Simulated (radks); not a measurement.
The numbers below are computed, except where a source is named.
Species: Br XXVII. Configuration: [He] 2s2 2p5.

Level of theory: Dirac Kohn-Sham, LDA (Slater exchange, Perdew-Wang correlation), spin-unpolarised, spherical densities, point nucleus; open shells are shared between the two j in proportion to 2j + 1 (a radial shooting solver on a logarithmic mesh with Libxc functionals).

Energy parts (eV):
| part | energy |
|---|---|
| total | -56737.133 |
| kinetic | 58406.012 |
| electron-nucleus | -121520.188 |
| Hartree | 7699.009 |
| exchange-correlation | -1321.966 |

Orbitals (lengths in bohr, moments of r in powers of bohr; r(max) is where P^2 peaks):
| orbital | occ. | eigenvalue (eV) | <r^2> | <1/r> | r(max) | small-component weight |
|---|---|---|---|---|---|---|
| 1s1/2 | 2 | -14689.98 | 0.002459 | 35.65 | 0.02793 | 1.61e-02 |
| 2s1/2 | 2 | -2997.344 | 0.03973 | 8.201 | 0.1569 | 3.38e-03 |
| 2p1/2 | 1.66667 | -2853.367 | 0.03003 | 8.153 | 0.1226 | 3.35e-03 |
| 2p3/2 | 3.33333 | -2802.344 | 0.03128 | 7.892 | 0.1257 | 3.28e-03 |
| 3s1/2 | 0 | -1207.220 | 0.2233 | 3.366 | 0.4213 | 1.30e-03 |
| 3p1/2 | 0 | -1160.706 | 0.2069 | 3.322 | 0.3993 | 1.27e-03 |
| 3p3/2 | 0 | -1147.683 | 0.2118 | 3.254 | 0.4048 | 1.25e-03 |
| 3d3/2 | 0 | -1086.508 | 0.1616 | 3.141 | 0.3187 | 1.17e-03 |
| 3d5/2 | 0 | -1083.459 | 0.1629 | 3.123 | 0.3202 | 1.17e-03 |

The highest occupied level is 2p3/2 at -2802.3 eV. Summed over all electrons, <r^2> = 0.2387 bohr^2, which gives a Langevin (diamagnetic) susceptibility term of -0.189 x 10^-6 cm^3/mol. The density falls to 0.001 e/bohr^3 at r = 0.64 bohr.
